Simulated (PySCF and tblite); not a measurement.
Results of a calculation; reference values are marked as such.
# Ring inversion: stationary points, barriers and rates

System: C₄H₉BO, numbered as in [BH:1]1[CH2:2][CH2:3][CH2:4][O:5][CH2:6]1.

Motion: inversion of the 6-membered ring (1–2–3–4–5–6). Geometries: PBE0-D3(BJ)/def2-SVP; energies: PBE0/pcSseg-1 + D3(BJ); zero-point and thermal terms from GFN2-xTB harmonic modes (soft modes blended into free rotors). Rate constants are transition-state-theory values, counting equivalent paths, without tunnelling. Programs: tblite and PySCF.

```csv
point,symmetry,E(GFN2) kcal/mol,E(DFT) kcal/mol,ZPE change kcal/mol,lowest mode cm⁻¹,dipole D
start (flattened chair),C1,0.0,0.0,0.00,140,1.38
saddle (twist-boat),C1,4.2,5.0,-0.26,92i,1.40
end (envelope),C1,0.0,0.0,0.00,138,1.38
```

```
Electronic barrier                                      : 5.0 kcal/mol
Barrier with zero-point energy                          : 4.8 kcal/mol
ΔH‡ (298 K)                                             : 4.5 kcal/mol
ΔS‡ (298 K, symmetry apart)                             : -2.1 cal/(mol K)
Paths                                                   : 2 equivalent paths
End point                                               : the same structure with atoms interchanged, or its mirror image
Mean lifetime of the start against this motion at 298 K : 420 ps
Cost                                                    : 2.3 min on 1 thread of INTEL XEON PLATINUM 8581C @ 2.30GHz (shared host) (rough), peak memory 0.75 GiB, launched as `OMP_NUM_THREADS=1 python ens_run.py task.json out`
```

| T/K | ΔG‡ kcal/mol | k s⁻¹ |
| --- | --- | --- |
| 150 | 4.8 | 5.3×10⁵ |
| 200 | 4.9 | 3.6×10⁷ |
| 250 | 5.0 | 4.6×10⁸ |
| 298 | 5.1 | 2.4×10⁹ |
| 350 | 5.2 | 8.6×10⁹ |
| 400 | 5.3 | 2.1×10¹⁰ |
| 500 | 5.6 | 7.8×10¹⁰ |

ΔG and ΔG‡ leave out symmetry numbers and mirror images; rates count paths: 2 out.
